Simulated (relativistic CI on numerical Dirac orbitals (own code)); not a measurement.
These numbers are calculated, not measured: Dirac-Coulomb-Breit CI, KLI orbitals optimised for each configuration, a model potential for QED, valence Slater integrals scaled by 0.85, configuration energies shifted to the measured levels that pair with them (semi-empirical) (own radial code, finite nucleus).

Configurations in the expansion (outside the closed core [Ne]): 3s2.3p6, 3s2.3p5.3d, 3s2.3p5.4s, 3s2.3p5.4p, 3s.3p6.3d, 3s2.3p5.4d, 3s2.3p5.5s, 3s2.3p5.5p, 3s2.3p5.4f, 3s2.3p5.6s, 3s2.3p5.5g, 3s2.3p5.7s, 3s2.3p5.6g, 3s2.3p5.6h, 3s2.3p4.3d2, 3p6.3d2, 3s.3p5.3d2, 3s.3p6.4s, 3s.3p6.4p, 3s2.3p4.3d.4s, 3s.3p6.4d, 3s.3p6.5s, 3s.3p6.5p, 3s.3p6.4f, 3s2.3p4.3d.4p. Levels of other configurations are missing.

Configurations whose levels could be paired with our table of measured levels were shifted onto them, all but the ground configuration, by the median error of their levels; single terms can still be off by 1,000 to 2,000 cm⁻¹ or more, and rates follow the energies as ν³ (E1, M1) or ν⁵ (E2). The others borrow a shift and can be off by several thousand cm⁻¹ or more. The fine structure of a lone outer electron comes out too small, for d and f at times inverted, and misplaced configurations move strength between like terms. 53 of the 69 excited levels that our extract of the measured tables holds in this range could be paired (the sources list more); they are missed by 237 cm⁻¹ on average and 2515 at most, after the shifts were fitted to these levels, and levels without a partner can miss by more.

Outline of the computed level scheme of Sc IV. Lowest level of each configuration: 3s2.3p6 1S_0 at 0.0000 eV; 3s2.3p5.3d 3P°_0 at 29.6693 eV; 3s2.3p5.4s 3P°_2 at 41.2945 eV; 3s2.3p5.4p 3S_1 at 46.1004 eV; 3s.3p6.3d 3D_1 at 53.2784 eV; 3s2.3p5.4d 3P°_0 at 54.5698 eV; 3s2.3p5.5s 3P°_2 at 56.9645 eV.

Some strong electric-dipole decays among the lowest 45 levels: 3s2.3p5.3d 1P°_1 → 3s2.3p6 1S_0 (6.2e+10 s⁻¹); 3s2.3p5.4s 1P°_1 → 3s2.3p6 1S_0 (4.4e+10 s⁻¹); 3s2.3p5.4s 3P°_1 → 3s2.3p6 1S_0 (1.4e+10 s⁻¹); 3s2.3p5.4p 3D_3 → 3s2.3p5.3d 3F°_4 (1.5e+09 s⁻¹); 3s2.3p5.4p 1S_0 → 3s2.3p5.4s 1P°_1 (1.2e+09 s⁻¹); 3s2.3p5.4p 3D_2 → 3s2.3p5.3d 3F°_3 (1.2e+09 s⁻¹); 3s2.3p5.5s 3P°_2 → 3s2.3p5.4p 3D_3 (1.0e+09 s⁻¹); 3s2.3p5.5s 3P°_1 → 3s2.3p6 1S_0 (9.7e+08 s⁻¹).

Rates of lines that live on the mixing of spin multiplicities can be off by large factors.

LS names give the leading component of a level, which can be under half, so a name can repeat, a term be missing and a line seem to break the LS rules.
